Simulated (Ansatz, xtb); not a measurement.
# Al2H2OSe: where a starting geometry ends

The starting geometry of this gas-phase singlet was built from a drawn formula by distance geometry and a force field; its bonds are those of `[OH][Al]1[AlH][Se]1`.

```xyz
6

Al   -2.9419    0.7312    0.1112
Al   -1.2000   -0.2606    1.7254
O    -4.6732    0.8206   -0.5728
Se   -0.7584    1.6503    0.3222
H    -4.6074    0.2683   -1.3794
H    -1.4243   -1.0744    3.0817
```

Predict what it relaxes into with r2SCAN-D4/def2-SVP.

It keeps its bonds, and is `[OH][Al]1[AlH][Se]1`.

The energy falls by 1.34 eV over 10 steps:

```json
{"step": "1", "E − E(last) (eV)": "1.337"}
{"step": "2", "E − E(last) (eV)": "0.704"}
{"step": "3", "E − E(last) (eV)": "0.379"}
{"step": "4", "E − E(last) (eV)": "0.148"}
{"step": "5", "E − E(last) (eV)": "0.052"}
{"step": "6", "E − E(last) (eV)": "0.026"}
{"step": "7", "E − E(last) (eV)": "0.005"}
{"step": "8", "E − E(last) (eV)": "0.000"}
{"step": "9", "E − E(last) (eV)": "0.000"}
{"step": "10", "E − E(last) (eV)": "0.000"}
```

Final geometry (Å):

```xyz
6

Al   -3.0099    0.5232    0.0978
Al   -1.6235   -0.3054    1.8756
O    -4.1719    0.8942   -1.0829
Se   -0.9628    1.5563    0.5613
H    -5.0049    0.4413   -1.2408
H    -0.8321   -0.9742    3.0774
```

From the same start GFN2-xTB ends elsewhere, differing in Al1–Se4 (4.25 against 2.34 Å here).

The end wasn't checked by frequencies. Run with Ansatz 0.2.0, 20 s on 2 threads of Arm Neoverse V2, on a shared host.
